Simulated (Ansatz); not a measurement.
Ansatz (a first-principles code) input file for AlCl2HS, SMILES [SH][Al]([Cl])[Cl], B3LYP-D3(BJ)/def2-SVP. 

Ansatz 0.2 input:
```yaml
crystal:
  periodic: [false, false, false]
  atoms:
    - {symbol: Al, position_ang: [-0.01783401, 0.07771191, -0.00000000]}
    - {symbol: Cl, position_ang: [1.04873555, 1.79685807, 0.00000000]}
    - {symbol: Cl, position_ang: [-2.04852334, 0.01535504, 0.00000000]}
    - {symbol: S, position_ang: [1.07867106, -1.82867354, 0.00000000]}
    - {symbol: H, position_ang: [-0.03050220, -2.55910097, -0.00000000]}
basis:
  gaussian:
    orbitals: def2-SVP
hamiltonian:
  xc: b3lyp
  dispersion: d3bj
relax: {f_tol: 0.002, max_steps: 200}
```

Program output:

```
WARN ansatz: RAYON_NUM_THREADS=1 ignored (pool sized by the plan → 1); use --threads N
Functional definition: B3LYP
integrals: 0.02 GiB planned
738 factors; integrals over basis functions are off by at most 5.0e-4 eV
mean field: 0.29 GiB planned
mean field evaluation 1: about -42486.1920 eV, gradient 2.0e1 eV
mean field evaluation 2: about -42485.9996 eV, gradient 2.2e1 eV
mean field evaluation 4: about -42487.2984 eV, gradient 3.4e-1 eV
mean field evaluation 8: about -42487.2975 eV, gradient 1.3e-2 eV
mean field -42487.29745842 eV, -1561.3793826725 hartree, gradient 1.8e-5 eV, S^2 0.000000; 0 other end points of the search recorded, 0 dependent functions left out
the calculation of the forces begins
reference -42487.29768188 eV, -1561.3793908842 hartree; 32, 32 occupied and 45, 45 virtual orbitals, 738 factors
relax step   1: F+E_penalty+E_count = -42487.60219313 eV  Δ(F+E_penalty+E_count) = +0.000e0 eV  max|allowed force component| = 1.582e0 eV/Å  Δτ_max = 0.0000 Å  (25 SCF iters, accepted)
these checks for a lower state are left out or cut short: starts, cluster_reference, orbital_swaps, neighbouring_geometries, increment
integrals: 0.02 GiB planned
738 factors; integrals over basis functions are off by at most 5.6e-4 eV
mean field: 0.28 GiB planned
mean field evaluation 16: about -42487.3675 eV, gradient 5.0e0 eV
mean field -42487.40717710 eV, -1561.3834147594 hartree, gradient 8.3e-5 eV, S^2 0.000000; 0 other end points of the search recorded, 0 dependent functions left out
the calculation of the forces begins
reference -42487.40740363 eV, -1561.3834230845 hartree; 32, 32 occupied and 45, 45 virtual orbitals, 738 factors
relax step   2: F+E_penalty+E_count = -42487.70416137 eV  Δ(F+E_penalty+E_count) = -1.020e-1 eV  max|allowed force component| = 3.055e-1 eV/Å  Δτ_max = 0.0704 Å  (24 SCF iters, accepted)
these checks for a lower state are left out or cut short: starts, cluster_reference, orbital_swaps, neighbouring_geometries, increment
integrals: 0.02 GiB planned
738 factors; integrals over basis functions are off by at most 5.5e-4 eV
mean field: 0.28 GiB planned
mean field -42487.40956409 eV, -1561.3835024799 hartree, gradient 8.2e-5 eV, S^2 0.000000; 0 other end points of the search recorded, 0 dependent functions left out
the calculation of the forces begins
reference -42487.40979094 eV, -1561.3835108162 hartree; 32, 32 occupied and 45, 45 virtual orbitals, 738 factors
relax step   3: F+E_penalty+E_count = -42487.70749283 eV  Δ(F+E_penalty+E_count) = -3.331e-3 eV  max|allowed force component| = 7.701e-2 eV/Å  Δτ_max = 0.0162 Å  (23 SCF iters, accepted)
these checks for a lower state are left out or cut short: starts, cluster_reference, orbital_swaps, neighbouring_geometries, increment
integrals: 0.02 GiB planned
738 factors; integrals over basis functions are off by at most 5.4e-4 eV
mean field: 0.28 GiB planned
mean field evaluation 32: about -42487.4092 eV, gradient 8.1e-5 eV
mean field -42487.40916864 eV, -1561.3834879470 hartree, gradient 8.1e-5 eV, S^2 0.000000; 0 other end points of the search recorded, 0 dependent functions left out
the calculation of the forces begins
reference -42487.40939488 eV, -1561.3834962614 hartree; 32, 32 occupied and 45, 45 virtual orbitals, 738 factors
relax step   4: F+E_penalty+E_count = -42487.70770804 eV  Δ(F+E_penalty+E_count) = -2.152e-4 eV  max|allowed force component| = 2.625e-2 eV/Å  Δτ_max = 0.0170 Å  (24 SCF iters, accepted)
these checks for a lower state are left out or cut short: starts, cluster_reference, orbital_swaps, neighbouring_geometries, increment
integrals: 0.02 GiB planned
738 factors; integrals over basis functions are off by at most 5.5e-4 eV
mean field: 0.28 GiB planned
mean field -42487.40951976 eV, -1561.3835008505 hartree, gradient 1.1e-5 eV, S^2 0.000000; 0 other end points of the search recorded, 0 dependent functions left out
the calculation of the forces begins
reference -42487.40974623 eV, -1561.3835091733 hartree; 32, 32 occupied and 45, 45 virtual orbitals, 738 factors
relax step   5: F+E_penalty+E_count = -42487.70783926 eV  Δ(F+E_penalty+E_count) = -1.312e-4 eV  max|allowed force component| = 4.331e-3 eV/Å  Δτ_max = 0.0066 Å  (22 SCF iters, accepted)
these checks for a lower state are left out or cut short: starts, cluster_reference, orbital_swaps, neighbouring_geometries, increment
integrals: 0.02 GiB planned
738 factors; integrals over basis functions are off by at most 5.5e-4 eV
mean field: 0.28 GiB planned
mean field -42487.40954348 eV, -1561.3835017224 hartree, gradient 1.8e-5 eV, S^2 0.000000; 0 other end points of the search recorded, 0 dependent functions left out
the calculation of the forces begins
reference -42487.40976994 eV, -1561.3835100447 hartree; 32, 32 occupied and 45, 45 virtual orbitals, 738 factors
relax step   6: F+E_penalty+E_count = -42487.70784177 eV  Δ(F+E_penalty+E_count) = -2.506e-6 eV  max|allowed force component| = 1.968e-3 eV/Å  Δτ_max = 0.0008 Å  (18 SCF iters, accepted)
integrals: 0.02 GiB planned
738 factors; integrals over basis functions are off by at most 5.5e-4 eV
mean field: 0.28 GiB planned
mean field -42487.40954348 eV, -1561.3835017224 hartree, gradient 1.8e-5 eV, S^2 0.000000; 1 other end points of the search recorded, 0 dependent functions left out
the calculation of the forces begins
reference -42487.40976994 eV, -1561.3835100447 hartree; 32, 32 occupied and 45, 45 virtual orbitals, 738 factors
Total energy: -42487.70806823 eV, -1561.3944723045 hartree
Atom 0 at    -0.002775     0.033901     0.000000 Å, force     0.001480    -0.001324     0.000000 eV/Å
Atom 1 at     1.056982     1.837425    -0.000000 Å, force    -0.000098    -0.000172    -0.000000 eV/Å
Atom 2 at    -2.098739     0.052271     0.000000 Å, force    -0.000293     0.000171    -0.000000 eV/Å
Atom 3 at     1.100700    -1.834233     0.000000 Å, force    -0.001365     0.001968    -0.000000 eV/Å
Atom 4 at    -0.025621    -2.587214    -0.000000 Å, force     0.000275    -0.000644     0.000000 eV/Å
Dipole moment:    -0.084261    -0.226948     0.000000 e Å
```

The calculation finished and met its thresholds.
